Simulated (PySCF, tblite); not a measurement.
Isomers of C2H10FNSi2. Level: GFN2-xTB in tblite, geometry and Hessian alike; calculated harmonic values, unscaled, isolated species. This tight-binding method is rough: wavenumbers can miss measured ones by several per cent, in bad cases by 10 to 20. Modes of hydrogen on silicon can be 10 to 20 % off. One conformer each.

Electronic energies: PBE0/pcSseg-1 single points on the GFN2-xTB geometries (PySCF, gas phase).

```tsv
SMILES	electronic energy, lowest = 0 (kJ/mol)
C[Si@H](CF)[SiH2]N	109.1
C[C@H](F)[SiH2][SiH2]N	134.9
C[C@@H]([SiH3])N[SiH2]F	0.0
```

**Question.** How do GFN2-xTB zero-point energies change the relative energies?

**Answer.** 
```tsv
SMILES	ZPE (kJ/mol)	of it from modes above 1550 cm⁻¹	electronic (kJ/mol)	with ZPE, lowest = 0 (kJ/mol)	lowest mode (cm⁻¹)	rings
C[C@@H]([SiH3])N[SiH2]F	298.1	160.3	0.0	0.0	11	0
C[Si@H](CF)[SiH2]N	303.7	170.0	109.1	114.7	25	0
C[C@H](F)[SiH2][SiH2]N	300.8	165.6	134.9	137.7	13	0
```

The zero-point energies span 5.6 kJ/mol, from `C[C@@H]([SiH3])N[SiH2]F` to `C[Si@H](CF)[SiH2]N`. The order is unchanged.

**Question.** And how do the electronic energies of GFN2-xTB itself compare?

**Answer.** `C[C@@H]([SiH3])N[SiH2]F` 0.0; `C[Si@H](CF)[SiH2]N` 264.1; `C[C@H](F)[SiH2][SiH2]N` 236.1 kJ/mol, lowest = 0. Against the energies above, taken from the same isomer `C[C@@H]([SiH3])N[SiH2]F`, the largest difference is 155.0 kJ/mol.
